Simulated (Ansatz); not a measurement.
Ansatz (a quantum-chemistry and plane-wave program) input (CCSD(T)/aug-cc-pV(D+d)Z):
A basis named .json is the Basis Set Exchange file of that set.

Ansatz 0.2 input:
```yaml
crystal:
  periodic: [false, false, false]
  atoms:
    - {symbol: Al, position_ang: [-0.00000000, -0.00000000, -0.73119133]}
    - {symbol: O, position_ang: [0.00000000, 0.00000000, 0.95029607]}
    - {symbol: H, position_ang: [0.00000000, 0.00000000, 1.90311872]}
basis:
  gaussian:
    orbitals: aug-cc-pV_D+d_Z.json
magnetization: {spin_polarized: false}
correlation: {method: ccsd_t, electrons: outside_noble_gas}
output: {forces: true}
```

End of the output:

```
644 factors; integrals over basis functions are off by at most 8.4e-4 eV
mean field: 0.12 GiB planned
mean field evaluation 1: about -8633.9508 eV, gradient 4.3e1 eV
mean field evaluation 2: about -8633.9513 eV, gradient 4.3e1 eV
mean field evaluation 4: about -8637.5037 eV, gradient 2.1e0 eV
mean field evaluation 8: about -8637.5310 eV, gradient 1.1e-1 eV
mean field evaluation 16: about -8637.5284 eV, gradient 4.3e-1 eV
mean field -8637.53106626 eV, -317.4234119564 hartree, gradient 5.9e-7 eV, S^2 0.000000; 0 other end points of the search recorded, 0 dependent functions left out
6 core orbitals not correlated
reference -8637.53106626 eV, -317.4234119564 hartree; 5, 5 occupied and 53, 53 virtual orbitals, 644 factors
densities: 0.16 GiB planned
second order -6.97894307 eV of doubles, -0.00000000 eV of singles
coupled cluster: 0.13 GiB planned
cycle   1  -7.07785814 eV  change   -9.9e-2 eV  update   8.9e-2
cycle   2  -7.31072352 eV  change   -2.3e-1 eV  update   3.2e-2
cycle   3  -7.39119920 eV  change   -8.0e-2 eV  update   1.8e-2
cycle   4  -7.38409562 eV  change    7.1e-3 eV  update   3.3e-3
cycle   5  -7.38331066 eV  change    7.8e-4 eV  update   1.4e-3
cycle   6  -7.38391657 eV  change   -6.1e-4 eV  update   3.8e-4
cycle   7  -7.38371551 eV  change    2.0e-4 eV  update   1.5e-4
cycle   8  -7.38363384 eV  change    8.2e-5 eV  update   5.4e-5
cycle   9  -7.38364738 eV  change   -1.4e-5 eV  update   2.1e-5
cycle  10  -7.38365300 eV  change   -5.6e-6 eV  update   7.3e-6
perturbative correction -0.21500121 eV, -0.0079011486 hartree
the calculation of the forces begins
Total energy: -8645.12972047 eV, -317.7026573479 hartree
Atom 0 at    -0.000000    -0.000000    -0.731191 Å, force    -0.000000     0.000000    -0.482769 eV/Å
Atom 1 at     0.000000     0.000000     0.950296 Å, force     0.000000    -0.000000     0.367476 eV/Å
Atom 2 at     0.000000     0.000000     1.903119 Å, force    -0.000000     0.000000     0.115293 eV/Å
Dipole moment:    -0.000000    -0.000000     0.188382 e Å
```
